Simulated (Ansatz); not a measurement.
Species: C2H2OSi, SMILES `O=C=C=[SiH2]` (charge 0, multiplicity 1), formula C$_{2}$H$_{2}$OSi.

Task: How many basis functions does frozen-core CCSD(T)/cc-pVTZ // PBE0-D3(BJ)/def2-TZVP run with Ansatz (a quantum-chemistry and plane-wave program) use, how many core orbitals are frozen, and how many electrons are correlated?

Result: 152 basis functions and 8 frozen orbitals, which leaves 20 correlated electrons. Core time is of the order of seconds.
